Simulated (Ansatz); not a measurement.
Relaxation of ClH6SiSn (9 atoms, charge 0, multiplicity 2), to a largest force component of 0.03 eV/Å in at most 50 steps.

Level of theory: Ansatz 0.2.0, UKS PBE-D4/def2-SVP.

```xyz
9
Properties=species:S:1:pos:R:3
Sn 0.001 0.000 -0.379
Cl 0.000 0.000 3.231
H 1.640 0.000 -0.979
H -0.819 1.420 -0.979
H -0.819 -1.420 -0.979
Si 0.000 0.000 5.347
H -0.767 -1.195 5.827
H 1.418 -0.067 5.827
H -0.651 1.262 5.827
```

Q: Where does it end, and by what steps?

A: It converged. After 2 steps the energy has fallen by 0.006 eV; Cl2 moved furthest, 0.06 Å.

```json
{"step": "0", "energy less start (eV)": "0.0000", "largest force component (eV/Å)": "0.398", "accepted": "yes"}
{"step": "1", "energy less start (eV)": "-0.0055", "largest force component (eV/Å)": "0.156", "accepted": "yes"}
{"step": "2", "energy less start (eV)": "-0.0063", "largest force component (eV/Å)": "0.016", "accepted": "yes"}
```

```xyz
9
Properties=species:S:1:pos:R:3
Sn 0.001 0.000 -0.427
Cl 0.000 0.000 3.288
H 1.637 0.000 -1.027
H -0.818 1.418 -1.026
H -0.818 -1.418 -1.026
Si 0.000 0.000 5.376
H -0.767 -1.194 5.862
H 1.418 -0.067 5.862
H -0.651 1.261 5.862
```

Whether the end is a true minimum wasn't checked by a vibrational analysis.

Run time: 3.3 s on 4 threads of Intel(R) Xeon(R) Platinum 8488C (Sapphire Rapids), with other jobs on the host, peak memory 0.17 GiB.
